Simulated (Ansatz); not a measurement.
Cost and result for the atomization energy of `N=C1OB1[SiH3]` (9 atoms, 9 bonds).

Cartesian coordinates in Å:
```
N -2.042 -1.970 0.346
C -1.172 -1.085 0.372
O -0.731 -0.342 1.508
B -0.116 -0.030 0.332
Si 1.296 1.217 -0.349
H -2.154 -2.330 -0.598
H 0.692 2.079 -1.397
H 1.846 2.057 0.744
H 2.382 0.405 -0.958
```

Total charge 0; spin multiplicity 1. Geometry: relaxed with PBE0-D4/def2-TZVP. It is one conformer, not always the lowest. Program: Ansatz. All runs use 2 threads of an Intel Xeon 6975P-C on a shared host. Times are those of one run each, without the atoms' runs, and a repeat can differ threefold. Electronic energies, without spin–orbit coupling; frozen cores. CCSD(T)/CBS adds CCSD(T) − MP2 in def2-TZVPP to the MP2 limit, and its time is that of the two runs behind it. T1 = 0.017.

CCSD(T)/CBS is a level of theory with its own doubt, some kJ/mol a heavy atom from the limit and from the frozen cores, so smaller differences don't rank the functionals.

```json
{"level": "LDA (SPW92)/def2-TZVPP", "functions": "222", "wall time": "0.9 s", "atomization (kcal/mol)": "944.4", "difference from CCSD(T)/CBS": "141.2", "per bond": "15.7"}
{"level": "revPBE-D4/def2-TZVPP", "functions": "222", "wall time": "1.3 s", "atomization (kcal/mol)": "813.5", "difference from CCSD(T)/CBS": "10.3", "per bond": "1.1"}
{"level": "PBE0-D4/def2-TZVPP", "functions": "222", "wall time": "2 s", "atomization (kcal/mol)": "811.7", "difference from CCSD(T)/CBS": "8.5", "per bond": "0.9"}
{"level": "CAM-B3LYP-D4/def2-TZVPP", "functions": "222", "wall time": "2.4 s", "atomization (kcal/mol)": "812.8", "difference from CCSD(T)/CBS": "9.6", "per bond": "1.1"}
{"level": "r2SCAN-D4/def2-TZVPP (with forces)", "functions": "222", "wall time": "2.6 s", "atomization (kcal/mol)": "813.3", "difference from CCSD(T)/CBS": "10.1", "per bond": "1.1"}
{"level": "CCSD(T)/def2-SVP", "functions": "94", "wall time": "2.7 s", "atomization (kcal/mol)": "756.0", "difference from CCSD(T)/CBS": "-47.2", "per bond": "-5.2"}
{"level": "r2SCANh-D4/def2-TZVPP", "functions": "222", "wall time": "2.8 s", "atomization (kcal/mol)": "804.3", "difference from CCSD(T)/CBS": "1.1", "per bond": "0.1"}
{"level": "B2PLYP/def2-TZVPP", "functions": "222", "wall time": "3.7 s", "atomization (kcal/mol)": "800.7", "difference from CCSD(T)/CBS": "-2.5", "per bond": "-0.3"}
{"level": "PBE-QIDH/def2-TZVPP", "functions": "222", "wall time": "3.8 s", "atomization (kcal/mol)": "799.7", "difference from CCSD(T)/CBS": "-3.5", "per bond": "-0.4"}
{"level": "ωB97X-V/def2-TZVPP", "functions": "222", "wall time": "4.8 s", "atomization (kcal/mol)": "813.2", "difference from CCSD(T)/CBS": "10.0", "per bond": "1.1"}
{"level": "MP2/def2-QZVPP", "functions": "418", "wall time": "15 s", "atomization (kcal/mol)": "814.9", "difference from CCSD(T)/CBS": "11.7", "per bond": "1.3"}
{"level": "CCSD(T)/def2-TZVPP", "functions": "222", "wall time": "78 s", "atomization (kcal/mol)": "778.9", "difference from CCSD(T)/CBS": "-24.3", "per bond": "-2.7"}
{"level": "CCSD(T)/CBS(def2)", "functions": "–", "wall time": "93 s", "atomization (kcal/mol)": "803.2", "difference from CCSD(T)/CBS": "0.0", "per bond": "0.0"}
```

The D4 term adds +6.2 kcal/mol with B3LYP and +3.2 kcal/mol with PBE0; it sums over pairs of atoms, weighted by their polarisabilities, and B3LYP, whose exchange is more repulsive, gets the larger term. At CCSD(T), def2-SVP lies −47.2 kcal/mol from the extrapolated value and def2-TZVPP −24.3 kcal/mol: correlation converges slowly with the basis, and small sets miss more of it in the bonded molecule than in its fragments. In def2-TZVPP, CCSD(T) changes the Hartree–Fock value by +228.3 kcal/mol (the triples alone add +17.6 kcal/mol) and MP2 by +249.8 kcal/mol; breaking electron pairs costs correlation energy, which Hartree–Fock lacks.

B3LYP here is the variant with VWN-RPA as its local correlation; programs differ in this.
